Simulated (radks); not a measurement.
Question: These are the eigenvalues of the occupied orbitals of an atom or ion with whole-number occupations (hartree). Calculated with a radial shooting solver on a logarithmic mesh with Libxc functionals: scalar-relativistic Kohn-Sham, MS2 meta-GGA, spin-polarised, spherical densities, finite nucleus; meta-GGA in the generalised Kohn-Sham scheme; Fermi nuclear charge, rms radius of each element as measured or else 0.836 A^(1/3) + 0.57 fm.

1s down: -729.6288
1s up: -729.6288
2s up: -103.4822
2s down: -103.4692
2p up: -92.36786
2p down: -92.35670
3s up: -17.95768
3s down: -17.95289
3p up: -14.28353
3p down: -14.27455
3d up: -8.37330
3d down: -8.35377
4s up: -2.68975
4s down: -2.58916
4p up: -1.72674
4p down: -1.60494
4d up: -0.41848

Which element is it, and in what charge state? The configuration may be excited. Open shells, if any, are filled with parallel spins first.

Answer: Z = 42, molybdenum, charge +1: Mo+ in [Kr] 4d5. The list shows which subshells hold electrons but not how many an open one holds; the 1s level, -729.63 hartree, gives Z - s = 38.2 by -(Z - s)^2/2, which with screening and relativity narrows Z to a few neighbours, and the depths of the outer levels then fix element, charge and occupations together.
